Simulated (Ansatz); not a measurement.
Gas-phase electronic energies from Ansatz, PBE0-D4/def2-TZVP geometries. CCSD(T)/CBS adds triple-zeta CCSD(T) − MP2 to the extrapolated MP2 energy (def2 sets, frozen cores). Functionals use def2-TZVPP. B3LYP here is the variant with VWN-RPA as its local correlation; programs differ in this. For Br, Ge outer-core shells are correlated without core-valence functions, which leaves a few kJ/mol of doubt a bond. Scalar relativity is left out up to krypton. One conformer a species, not always the lowest.

`[CH3][Ge][Br]` + `C=CC(C)S` → `[SH][Ge][Br]` + `C=CC(C)C`  (formal exchange of groups at a Ge–C bond)

| level | ΔE (kcal/mol) |
| --- | --- |
| r2SCAN-D4 | -29.4 |
| ωB97M-V | -27.7 |
| B3LYP | -29.3 |
| MP2/def2-TZVPP | -27.6 |
| SCS-MP2/def2-TZVPP | -27.2 |
| CCSD/def2-TZVPP | -27.1 |
| CCSD(T)/def2-TZVPP | -27.4 |
| CCSD/CBS(def2) | -27.4 |

(1) What does CCSD(T)/CBS give? (Estimate.)

Largest T1 diagnostic among the species: 0.012.

## Answers

(1) The calculation gave: -27.6 kcal/mol. The listed levels differ from it by -1.8, -0.1, -1.7, 0.0, 0.4, 0.5, 0.2, 0.2 kcal/mol.
